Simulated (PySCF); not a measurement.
C₄H₁₁ClSi₂.
Numbering: `[Cl:1][CH2:2][Si@@H:3]1[CH2:4][CH2:5][CH2:6][SiH2:7]1` (hydrogens: H8, H9 on C2; H10 on Si3; H11, H12 on C4; H13, H14 on C5; H15, H16 on C6; H17, H18 on Si7)

The same species was optimised twice, with GFN2-xTB and with PBE0-D3(BJ)/def2-SVP (PySCF), and the same property calculations (PySCF, gas phase) were run on both structures.

| coordinate | GFN2-xTB | PBE0-D3(BJ)/def2-SVP | change |
| --- | --- | --- | --- |
| Si3–Si7 (Å) | 2.316 | 2.341 | +0.025 |
| C2–Si3 (Å) | 1.919 | 1.902 | -0.017 |
| Cl1–C2 (Å) | 1.784 | 1.796 | +0.012 |
| C6–Si7 (Å) | 1.915 | 1.905 | -0.010 |
| Si3–C4 (Å) | 1.915 | 1.905 | -0.010 |
| C4–C5 (Å) | 1.530 | 1.537 | +0.007 |
| C5–C6 (Å) | 1.530 | 1.536 | +0.006 |
| C2–Si3–Si7 (°) | 117.0 | 112.9 | -4.1 |
| Si3–C4–C5 (°) | 108.3 | 109.8 | +1.5 |
| C2–Si3–C4 (°) | 109.5 | 110.8 | +1.3 |
| C5–C6–Si7 (°) | 109.4 | 108.3 | -1.1 |
| Cl1–C2–Si3 (°) | 109.2 | 108.7 | -0.5 |
| C4–C5–C6 (°) | 111.5 | 112.0 | +0.5 |
| Si3–Si7–C6 (°) | 92.6 | 92.3 | -0.3 |
| C4–Si3–Si7 (°) | 93.8 | 93.6 | -0.2 |
| Cl1–C2–Si3–C4 (°) | 65 | 56 | -9 |

Rotational constants: A = 2093, B = 962.1, C = 890.5 MHz (GFN2-xTB) against A = 1995, B = 1002, C = 954.5 MHz (PBE0-D3(BJ)/def2-SVP). Point groups within 0.08 Å: C1 and C1.

On the GFN2-xTB structure: lowest singlet, TDDFT (eV) 6.36 [wB97X-D/def2-SVPD]; lowest triplet, Tamm–Dancoff (eV) 5.73 [wB97X-D/def2-SVPD]; isotropic polarisability (au) 112.1 [wB97X-D/def2-SVPD]; HOMO (eV) -9.43 [wB97X-D/def2-SVPD]; LUMO (eV) 1.42 [wB97X-D/def2-SVPD]; dipole (D) 1.56 [wB97X-D/def2-SVPD]; HOMO (eV) -7.70 [PBE0/pcSseg-1]; LUMO (eV) -0.21 [PBE0/pcSseg-1]; dipole (D) 1.56 [PBE0/pcSseg-1]; GIAO shielding of Cl1 (ppm) 924.5 [PBE0/pcSseg-1]; GIAO shielding of C2 (ppm) 155.5 [PBE0/pcSseg-1]; GIAO shielding of Si3 (ppm) 375.2 [PBE0/pcSseg-1]; GIAO shielding of C4 (ppm) 171.1 [PBE0/pcSseg-1]; GIAO shielding of C5 (ppm) 158.9 [PBE0/pcSseg-1]; GIAO shielding of C6 (ppm) 172.4 [PBE0/pcSseg-1]; GIAO shielding of Si7 (ppm) 425.8 [PBE0/pcSseg-1].

Problem. What do these properties become on the PBE0-D3(BJ)/def2-SVP structure?

Solution. 
| property | level | on GFN2-xTB | on PBE0-D3(BJ)/def2-SVP | change |
| --- | --- | --- | --- | --- |
| lowest singlet, TDDFT (eV) | wB97X-D/def2-SVPD | 6.36 | 6.36 | 0.00 |
| lowest triplet, Tamm–Dancoff (eV) | wB97X-D/def2-SVPD | 5.73 | 5.80 | +0.07 |
| isotropic polarisability (au) | wB97X-D/def2-SVPD | 112.1 | 113.4 | +1.3 |
| HOMO (eV) | wB97X-D/def2-SVPD | -9.43 | -9.19 | +0.24 |
| LUMO (eV) | wB97X-D/def2-SVPD | 1.42 | 1.50 | +0.08 |
| dipole (D) | wB97X-D/def2-SVPD | 1.56 | 1.40 | -0.16 |
| energy, GFN2-xTB geometry as zero (kcal/mol) | wB97X-D/def2-SVPD | 0.0 | -2.0 | -2.0 |
| HOMO (eV) | PBE0/pcSseg-1 | -7.70 | -7.47 | +0.23 |
| LUMO (eV) | PBE0/pcSseg-1 | -0.21 | -0.04 | +0.17 |
| dipole (D) | PBE0/pcSseg-1 | 1.56 | 1.41 | -0.15 |
| energy, GFN2-xTB geometry as zero (kcal/mol) | PBE0/pcSseg-1 | 0.0 | -1.9 | -1.9 |
| GIAO shielding of Cl1 (ppm) | PBE0/pcSseg-1 | 924.5 | 915.1 | -9.4 |
| GIAO shielding of C2 (ppm) | PBE0/pcSseg-1 | 155.5 | 152.3 | -3.2 |
| GIAO shielding of Si3 (ppm) | PBE0/pcSseg-1 | 375.2 | 377.3 | +2.1 |
| GIAO shielding of C4 (ppm) | PBE0/pcSseg-1 | 171.1 | 173.1 | +2.0 |
| GIAO shielding of C5 (ppm) | PBE0/pcSseg-1 | 158.9 | 157.5 | -1.4 |
| GIAO shielding of C6 (ppm) | PBE0/pcSseg-1 | 172.4 | 172.0 | -0.4 |
| GIAO shielding of Si7 (ppm) | PBE0/pcSseg-1 | 425.8 | 418.5 | -7.3 |

The heavy atoms differ by 0.121 Å rms after alignment. Among bonds between heavy atoms Si3–Si7 changes most (+0.025 Å). Changes are differences of the printed values. Neither structure is proved a minimum here.

Note: wB97X-D ran without an empirical dispersion term, which enters the total energy and its gradient alone.
